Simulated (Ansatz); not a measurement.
C₅H₁₀CuN₃ (`Cn1ccn(C)[c+]1[Cu-][NH2]`), 19 atoms. The species carries charge 0 and has multiplicity 1. For Cu the d shell is correlated and the shells below it are frozen. Scalar relativity is left out up to krypton. Hardware: A = 4 threads of an AMD EPYC 7R13 on a shared host and a share of an NVIDIA H100 80 GB; B = 4 threads of an AMD EPYC 7R13 on a shared host. Correlated methods freeze the cores.

(1) How many basis functions does each run have, and how long does it take in Ansatz? RKS ωB97M-V/def2-QZVPP energy [A]; RKS ωB97X-V/def2-TZVPP energy [A]; RKS PBE0-D4/def2-QZVPP energy [A]; RKS r2SCAN0-D4/def2-TZVPP energy [A]; RKS PBE0-D4/def2-SVP energy [B]; RHF-CCSD(T) with 3s3p of Cu, Zn/def2-SVP energy [A]; RHF-CCSD(T) with 3s3p of Cu, Zn/def2-TZVPP energy [A]; RHF-MP2 with 3s3p of Cu, Zn/def2-QZVPP energy [A]; RKS r2SCAN-D4/def2-TZVPP energy and forces [A]; RKS ωB97M-V/def2-SVP energy [B]; RKS PBE0-D4/def2-TZVP relaxation (32 steps) [A]; direct RPA on PBE orbitals with 3s3p of Cu, Zn/def2-TZVPP energy [A]. (Best estimate.)

Results:

(1) The calculation gave: Other jobs shared the machine, so times are rough.

| level | job | functions | wall time | peak host memory (GiB) |
| --- | --- | --- | --- | --- |
| RKS r2SCAN0-D4/def2-TZVPP | energy [A] | 452 | 3.9 s | 1 |
| RKS PBE0-D4/def2-QZVPP | energy [A] | 856 | 4 s | 1.4 |
| RKS PBE0-D4/def2-SVP | energy [B] | 193 | 4.9 s | 0.94 |
| direct RPA on PBE orbitals with 3s3p of Cu, Zn/def2-TZVPP | energy [A] | 452 | 5.5 s | 2.2 |
| RKS r2SCAN-D4/def2-TZVPP | energy and forces [A] | 452 | 5.5 s | 1 |
| RKS ωB97M-V/def2-QZVPP | energy [A] | 856 | 7 s | 1.6 |
| RHF-CCSD(T) with 3s3p of Cu, Zn/def2-SVP | energy [A] | 193 | 7.5 s | 0.86 |
| RKS ωB97X-V/def2-TZVPP | energy [A] | 452 | 10 s | 1.1 |
| RKS ωB97M-V/def2-SVP | energy [B] | 193 | 14 s | 1.2 |
| RHF-MP2 with 3s3p of Cu, Zn/def2-QZVPP | energy [A] | 856 | 16 s | 1.6 |
| RHF-CCSD(T) with 3s3p of Cu, Zn/def2-TZVPP | energy [A] | 452 | 110 s | 0.95 |
| RKS PBE0-D4/def2-TZVP | relaxation (32 steps) [A] | 353 | 2.1 min | 1.1 |
